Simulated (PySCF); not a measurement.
C6H7, SMILES C1CC=C[C]=C1, multiplicity 2.

Coordinates come from a PBE-D3(BJ)/def2-SVP optimisation. The isomer is the one that the SMILES or the coordinates give; other isomers of the formula were not compared. The values are those of a single conformer.

Level of theory: TDA-PBE/def2-SVPD in PySCF.

Vertical excitations. Gas-phase values at a fixed geometry.

Question: List the lowest excited states. (The exact figures need the calculation; the answer reports its results.)

Answer: 
```json
[
 {"state": "root 1", "energy (eV)": "2.07", "λ (nm)": "600", "f": "0.002", "main pairs": "β HOMO→LUMO 96 %"},
 {"state": "root 2", "energy (eV)": "2.80", "λ (nm)": "443", "f": "0.001", "main pairs": "α HOMO→LUMO 26 %, α HOMO−1→LUMO 22 %, β HOMO→LUMO+1 49 %"},
 {"state": "root 3", "energy (eV)": "3.38", "λ (nm)": "366", "f": "0.004", "main pairs": "α HOMO→LUMO 51 %, α HOMO−1→LUMO 46 %"},
 {"state": "root 4", "energy (eV)": "4.30", "λ (nm)": "288", "f": "0.004", "main pairs": "β HOMO−1→LUMO 90 %"},
 {"state": "root 5", "energy (eV)": "4.75", "λ (nm)": "261", "f": "0.133", "main pairs": "α HOMO−1→LUMO 28 %, α HOMO→LUMO 14 %, β HOMO→LUMO+1 40 %"},
 {"state": "root 6", "energy (eV)": "4.87", "λ (nm)": "255", "f": "0.001", "main pairs": "β HOMO−2→LUMO 98 %"},
 {"state": "root 7", "energy (eV)": "5.03", "λ (nm)": "246", "f": "0.000", "main pairs": "α HOMO−2→LUMO 28 %, β HOMO−1→LUMO+1 36 %"},
 {"state": "root 8", "energy (eV)": "5.31", "λ (nm)": "234", "f": "0.001", "main pairs": "α HOMO→LUMO+1 91 %"},
 {"state": "root 9", "energy (eV)": "5.41", "λ (nm)": "229", "f": "0.001", "main pairs": "α HOMO−1→LUMO+1 6 %, β HOMO→LUMO+2 84 %"},
 {"state": "root 10", "energy (eV)": "5.56", "λ (nm)": "223", "f": "0.008", "main pairs": "α HOMO−1→LUMO+1 86 %, β HOMO→LUMO+2 7 %"}
]
```
Unrestricted roots are not spin-pure.
